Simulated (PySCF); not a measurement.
## Nonlinear optical response: SMILES BrC1=CC=C[SiH2]1, C4H5BrSi

Geometry (Å), atoms numbered from 1 in this order:
```xyz
11

Br   -1.503    3.013   -0.397
C    -0.519    1.444   -0.146
C     0.829    1.380   -0.158
C     1.402    0.036    0.061
C     0.548   -0.995    0.250
Si   -1.184   -0.294    0.159
H     1.477    2.248   -0.316
H     2.492   -0.080    0.063
H     0.896   -2.016    0.418
H    -2.008   -0.800   -0.977
H    -1.972   -0.394    1.422
```

Theory: PySCF 2.14.0, quadratic response CAM-B3LYP/def2-TZVPD first hyperpolarisability, Taylor convention, gas phase. Geometry: PBE0-D3(BJ)/def2-SVP.

The calculation is non-relativistic, which matters for the atoms heavier than Zn.

Problem. What is the first hyperpolarisability, and how does it disperse?

Solution. In au, Taylor convention; the vector part is βᵢ = ⅓ Σⱼ (βᵢⱼⱼ + βⱼᵢⱼ + βⱼⱼᵢ); β∥ is 3/5 of the vector part along the dipole, the dipole points from − to +:
```tsv
process	λ (nm)	β vector norm	β∥	β HRS	depolarisation ratio
static β(0;0,0)	∞	116.5	-62.9	58.6	3.13
second harmonic β(−2ω;ω,ω)	1907	139.5	-76.9	68.3	3.31
Pockels β(−ω;ω,0)	1907	123.6	-67.2	–	–
second harmonic β(−2ω;ω,ω)	1064	218.1	-123.6	101.0	3.73
Pockels β(−ω;ω,0)	1064	141.4	-78.0	–	–
```

Problem. Which lowest excitations, dipole and polarisabilities go with it?

Solution. S1 4.08 eV (f = 0.110); S2 5.14 eV (f = 0.000); S3 5.48 eV (f = 0.000); dipole 1.74 D; isotropic α 94.3 au static, 94.8 au at 1907 nm, 95.7 au at 1064 nm, 96.0 au at 953.5 nm, 100.6 au at 532 nm.
